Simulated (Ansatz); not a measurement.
`CC(F)=C=C[SiH3]` → `C=C=C[SiH](C)F`  (isomerisation)

Gas-phase electronic energies from Ansatz, PBE0-D4/def2-TZVP geometries. CBS: MP2 limit from def2 TZ/QZ plus the TZ coupled-cluster correction, frozen cores. Functionals use def2-TZVPP. B3LYP here is the variant with VWN-RPA as its local correlation; programs differ in this. Each species was taken in one conformer, which may not be the lowest.

```tsv
level	ΔE (kcal/mol)
B3LYP-D4	-62.7
ωB97X-V	-62.3
ωB97M-V	-64.3
MP2/CBS(def2)	-68.5
```

**Question.** What does CCSD(T)/CBS give? (An estimate is asked.)

**Answer.** The calculation gave: -65.5 kcal/mol. The listed levels differ from it by 2.8, 3.2, 1.2, -3.0 kcal/mol.

Largest T1 diagnostic among the species: 0.012.

The D4 term adds −0.8 kcal/mol with B3LYP and −0.4 kcal/mol with PBE0; it sums over pairs of atoms, weighted by their polarisabilities, and B3LYP, whose exchange is more repulsive, gets the larger term. From PBE to PBE0 (25 % exact exchange), in def2-TZVPP and without D4, ΔE moves by −2.3 kcal/mol.
